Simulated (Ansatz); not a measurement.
BF2O (`[O]B(F)F`) radical. Total charge 0; spin multiplicity 2.

```xyz
4

O    -0.5716   -0.9399    0.7656
B     0.0078    0.0128   -0.0104
F     1.2863    0.2774    0.1438
F    -0.7225    0.6497   -0.8989
```

(1) What are the harmonic wavenumbers in cm⁻¹ at PBE0-D4/def2-TZVP (Ansatz, finite differences of forces, unscaled)? (An estimate is asked.)

(2) Is this a minimum?

(3) Give the ideal-gas thermochemistry at 298.15 K and 1 bar (rigid rotor, harmonic oscillator; point group C2v, symmetry number 2).

(4) And at 400, 500, 600, 800 and 1000 K?

Answers

(1) The calculation gave: 376, 457, 662, 888, 1454, 1457.

(2) Yes, all 6 modes are real.

(3) Zero-point energy 31.7 kJ/mol; H(298) − E = 43.7 kJ/mol; entropy 270.3 J/(mol·K), of which translation 160.9, rotation 93.8, vibration 9.9, electronic 5.8; G(298) − E = -36.9 kJ/mol.

(4) 
```
T (K)  H − E (kJ/mol)  S (J/mol/K)  G − E (kJ/mol)
  400            49.3        286.5           -65.3
  500            55.4        300.2           -94.7
  600            62.0        312.2          -125.3
  800            76.1        332.4          -189.8
 1000            91.0        349.1          -258.0
```
